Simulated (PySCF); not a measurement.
A species of formula C6H11FO2Si has this rotational fingerprint, computed with PBE0/pcSseg-1 in PySCF (dipole) on a GFN2-xTB geometry, gas phase:

- Rotational constants: A = 3367, B = 427.5, C = 422.0 MHz
- Dipole components: |μa| = 2.48 D, |μb| = 0.05 D, |μc| = 0.57 D
- Inertial defect: -134.71 u·Å²
- κ: -1.00

Question: Which candidate fits, each taken in the one conformer that was computed?
A. `[CH2:1]=[CH:2][C@@:3]1([CH3:4])[O:5][SiH2:6][O:7][CH2:8][C@@H:9]1[F:10]` with C1–C2–C3–C4 -119°, C2–C3–O5–Si6 92°, C3–O5–Si6–O7 -12°, O5–Si6–O7–C8 26°, Si6–O7–C8–C9 3°
B. `[CH3:1][C@:2]1([SiH2:3][F:4])[CH2:5][C@@H:6]([O:7][CH:8]=[O:9])[CH2:10]1` with C1–C2–Si3–F4 -178°, C5–C6–O7–C8 -166°, C6–O7–C8–O9 1°, C1–C2–C5–C6 -102°, C2–C5–C6–O7 -129°, C5–C6–C10–C2 11°, C1–C2–C10–C6 102°
C. `[F:1][C@@H:2]1[CH2:3][C@H:4]1[CH2:5][O:6][C@@H:7]1[O:8][CH2:9][SiH2:10]1` with C3–C4–C5–O6 -85°, C4–C5–O6–C7 176°, C5–O6–C7–O8 -64°, F1–C2–C3–C4 -108°, C2–C3–C4–C5 -109°, O6–C7–O8–C9 -96°, C7–O8–C9–Si10 -13°
D. `[CH2:1]=[CH:2][O:3][Si:4]1([F:5])[CH2:6][CH2:7][O:8][CH2:9][CH2:10]1` with C1–C2–O3–Si4 0°, C2–O3–Si4–F5 -55°, O3–Si4–C6–C7 155°, Si4–C6–C7–O8 -52°, C6–C7–O8–C9 75°, C7–O8–C9–C10 -76°
E. `[CH3:1][O:2][CH2:3][C:4]1=[C:5]([Si@H:6]([F:7])[O:8][CH3:9])[CH2:10]1` with C1–O2–C3–C4 -179°, O2–C3–C4–C5 5°, C4–C5–Si6–F7 140°, C5–Si6–O8–C9 -57°
F. `[CH3:1][C@:2]1([SiH2:3][F:4])[CH2:5][C@H:6]([O:7][CH:8]=[O:9])[CH2:10]1` with C1–C2–Si3–F4 179°, C5–C6–O7–C8 119°, C6–O7–C8–O9 0°, C1–C2–C5–C6 -128°, C2–C5–C6–O7 129°, C5–C6–C10–C2 -12°, C1–C2–C10–C6 128°

Answer: C. It is F[C@@H]1C[C@H]1CO[C@@H]1OC[SiH2]1, a near-prolate asymmetric top, point group C1. The candidates at the same level (rigid rotor, commonest isotopes):

| SMILES | A (MHz) | B (MHz) | C (MHz) | μa (D) | μb (D) | μc (D) | Δ (u·Å²) | point group | rotor |
| --- | --- | --- | --- | --- | --- | --- | --- | --- | --- |
| F[C@@H]1C[C@H]1CO[C@@H]1OC[SiH2]1 | 3367 | 427.5 | 422.0 | 2.48 | 0.05 | 0.57 | -134.71 | C1 | near-prolate asymmetric top |
| C[C@]1([SiH2]F)C[C@H](OC=O)C1 | 1934 | 665.1 | 543.2 | 1.95 | 3.38 | 0.08 | -90.89 | C1 | asymmetric top |
| COCC1=C([Si@H](F)OC)C1 | 1556 | 707.3 | 505.9 | 4.98 | 0.15 | 0.91 | -40.36 | C1 | asymmetric top |
| C=C[C@@]1(C)O[SiH2]OC[C@@H]1F | 1436 | 1233 | 1001 | 1.64 | 0.25 | 1.67 | -257.36 | C1 | asymmetric top |
| C=CO[Si]1(F)CCOCC1 | 2276 | 738.0 | 684.2 | 0.39 | 0.40 | 0.48 | -168.26 | C1 | near-prolate asymmetric top |
| C[C@]1([SiH2]F)C[C@@H](OC=O)C1 | 2046 | 634.3 | 544.0 | 1.95 | 1.35 | 0.78 | -114.83 | C1 | asymmetric top |

`C=CO[Si]1(F)CCOCC1` has B 73 % too high; `C[C@]1([SiH2]F)C[C@H](OC=O)C1` has B 56 % too high; `COCC1=C([Si@H](F)OC)C1` has B 65 % too high; `C=C[C@@]1(C)O[SiH2]OC[C@@H]1F` has B 188 % too high; `C[C@]1([SiH2]F)C[C@@H](OC=O)C1` has B 48 % too high. No structure here is proved a minimum.
